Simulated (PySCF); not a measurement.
Vibration and rotation of WN

ROHF-MP2 constants of WN, quartet, unpaired electrons σ ↑, δ ↑↑ (PySCF, spin-free X2C with a Gaussian nucleus, basis sets W x2c-TZVPPall, N x2c-TZVPPall; masses 183.9509 and 14.0031 u):

| Quantity | Value |
| --- | --- |
| ωe | 1015.1 cm⁻¹ |
| ωexe | 5.85 cm⁻¹ |
| Be | 0.45471 cm⁻¹ |
| αe | 0.00280 cm⁻¹ |

Question: What force constant and bond length do these constants imply?

Answer: Reduced mass μred = 13.013 u; k = 5.8918×10⁻⁷·μred·ωe² (u, cm⁻¹, mdyn/Å) = 7.90 mdyn/Å; Re = √(16.8576/(μred·Be)) (u, cm⁻¹, Å) = 1.688 Å.

Question: Estimate the centrifugal constant D from the Kratzer relation and find the Dunham coefficient a1.

Answer: D = 4Be³/ωe² = 3.65e-07 cm⁻¹; a1 = −1 − αeωe/(6Be²) = -3.29.

Correlated steps freeze 24 core orbitals. De is left out where the level can put another filling of the metal’s s and d shells below the measured ground configuration, by anything from nothing to about 1 eV. These are scalar-relativistic numbers at best; spin–orbit coupling would shift them, the dissociation energy most. The state is the lowest single determinant that the PBE0 search found; with open d or f shells the true ground state can be another one.
